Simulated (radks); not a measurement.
All-electron atom: W3+ in [Xe] 4f14 5d3 (the NIST ground configuration). Method: Dirac Kohn-Sham, PBEsol, spin-unpolarised, spherical densities, point nucleus; open shells are shared between the two j in proportion to 2j + 1; computed with a radial shooting solver on a logarithmic mesh with Libxc functionals. Some entries of the table are withheld. Estimate them.

orbital,occ.,eigenvalue (eV),<r^2> (bohr^2),r(max) (bohr)
1s1/2,2,-69403.54,0.0004631,0.01145
2s1/2,2,-11994.99,0.007063,0.06588
2p1/2,2,(1),0.005044,(2)
2p3/2,4,(3),0.006244,(4)
3s1/2,2,-2784.457,0.04615,0.1856
3p1/2,2,-2551.545,0.04235,(5)
3p3/2,4,-2259.199,0.04894,(6)
3d3/2,4,(7),0.03793,0.1470
3d5/2,6,(8),0.03974,0.1509
4s1/2,2,-597.1397,0.2284,0.4211
4p1/2,2,-500.6084,0.2356,0.4208
4p3/2,4,-432.7709,0.2711,0.4505
4d3/2,4,-274.2751,0.2956,0.4471
4d5/2,6,-261.7768,0.3090,0.4565
5s1/2,2,-107.7894,1.273,0.9626
5p1/2,2,-79.0424,(9),1.032
5p3/2,4,-69.0155,(10),1.115
4f5/2,6,-63.4204,0.4538,0.4259
4f7/2,8,-61.1786,0.4689,0.4309
5d3/2,1.2,-31.6847,3.447,1.414
5d5/2,1.8,-30.7190,3.629,1.452

Answer. 
(1) 2p1/2 eigenvalue (eV): -11471.75
(2) 2p1/2 r(max) (bohr): 0.04897
(3) 2p3/2 eigenvalue (eV): -10119.63
(4) 2p3/2 r(max) (bohr): 0.05581
(5) 3p1/2 r(max) (bohr): 0.1737
(6) 3p3/2 r(max) (bohr): 0.1878
(7) 3d3/2 eigenvalue (eV): -1867.130
(8) 3d5/2 eigenvalue (eV): -1803.540
(9) 5p1/2 <r^2> (bohr^2): 1.543
(10) 5p3/2 <r^2> (bohr^2): 1.813
